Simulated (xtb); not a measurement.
Si(H)2(SeH)2 (H4Se2Si), SMILES [SeH][SiH2][SeH]. All values are semi-empirical tight-binding results from xtb (GFN2-xTB unless named), good for trends rather than for accurate numbers. Geometry optimised at GFN2-xTB. This is a generated structure with no PubChem entry under its InChIKey; it may be hypothetical. One conformer was computed; it need not be the lowest.

Optimised geometry:

Bonded distances (Å): Si1–Se2 2.287, Si1–Se3 2.287, Si1–H4 1.456, Si1–H5 1.456, Se2–H6 1.436, Se3–H7 1.436. Angles (°): Se2–Si1–Se3 111.9, Se2–Si1–H4 104.5, Se2–Si1–H5 110.9, Se3–Si1–H4 111.0, Se3–Si1–H5 104.7, H4–Si1–H5 114.1, Si1–Se2–H6 96.3, Si1–Se3–H7 96.4.
Charge 0, spin multiplicity 1.

```json
{
  "point_group_as_xtb_finds_it": "C2",
  "orbital_gap": "3.95 eV",
  "zero_point_energy": "19.1 kcal/mol",
  "G − E(el) at 298.15 K (modified RRHO)": "-1.0 kcal/mol",
  "static polarisability (D4 model)": "83.8 bohr³",
  "solvation energy, GFN2-xTB/ALPB(water)": "-3.0 kcal/mol",
  "solvation energy, GFN2-xTB/ALPB(toluene)": "-3.4 kcal/mol"
}
```

Computed atomic charges and the Wiberg bond orders between heavy atoms:
charges (e) Si1 0.52, Se2 -0.38, Se3 -0.38, H4 -0.04, H5 -0.04, H6 0.16, H7 0.16. Bond orders Si1–Se2 0.98, Si1–Se3 0.98.
